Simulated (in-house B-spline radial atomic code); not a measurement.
Radial electron density of Sn, [Kr] 4d9 5s2 5p2 6d1. Computed with an all-electron radial atomic-structure program (B-spline basis): scalar-relativistic (X2C) SCAN, spin-polarised, spherical fractional occupations, Fermi nucleus of rms radius 4.6519 fm.

One-electron X2C: radii and densities carry no picture-change correction, so inner-shell <1/r> comes out high (for 1s by about 2 % at Z = 33, 5 % at 54, 10 % at 75, 30 % at 118) and <r> low.

Columns: r (bohr), 4πr²n(r) (electrons per bohr), bar.

```
0.000852    1.753 #
  0.0011    2.641 #
 0.00141     3.91 ##
 0.00182    5.805 ###
 0.00234    8.478 #####
 0.00301    12.23 #######
 0.00387    17.31 #########
 0.00498       24 #############
 0.00641     32.3 ##################
 0.00824    41.81 #######################
  0.0106    51.59 ############################
  0.0136    59.83 #################################
  0.0176    64.64 ###################################
  0.0226    64.22 ###################################
  0.0291    59.67 ################################
  0.0374    55.55 ##############################
  0.0482    58.09 ################################
   0.062    69.16 ######################################
  0.0797    80.81 ############################################
   0.103    80.04 ############################################
   0.132    66.19 ####################################
    0.17    56.66 ###############################
   0.219    63.07 ##################################
   0.281    67.26 #####################################
   0.362    49.48 ###########################
   0.466    26.18 ##############
   0.599    20.47 ###########
   0.771    23.27 #############
   0.992    18.49 ##########
    1.28    9.784 #####
    1.64    4.834 ###
    2.11    2.846 ##
    2.72     1.67 #
     3.5   0.7186 
     4.5   0.1998 
     5.8  0.03276 
    7.46 0.001592 
     9.6  0.01473 
    12.3    0.057 
    15.9  0.08604 
    20.4  0.05396 
    26.3  0.01071 
    33.9 0.0005596 
    43.6 8.784e-06 
    56.1 3.897e-08
```

On this grid the curve has 5 maxima, near 0.0176, 0.0797, 0.281, 0.771, 15.9 bohr.

The 4d down radial function P(r) = rR(r), positive near the nucleus:

| r (bohr) | P |
| --- | --- |
| 0.0106 | 0.001656 |
| 0.0176 | 0.006457 |
| 0.0291 | 0.02342 |
| 0.0482 | 0.07693 |
| 0.0797 | 0.2115 |
| 0.132 | 0.4383 |
| 0.219 | 0.5497 |
| 0.362 | 0.1135 |
| 0.599 | -0.7546 |
| 0.992 | -1.027 |
| 1.64 | -0.5311 |
| 2.72 | -0.1111 |
| 4.5 | -0.007619 |
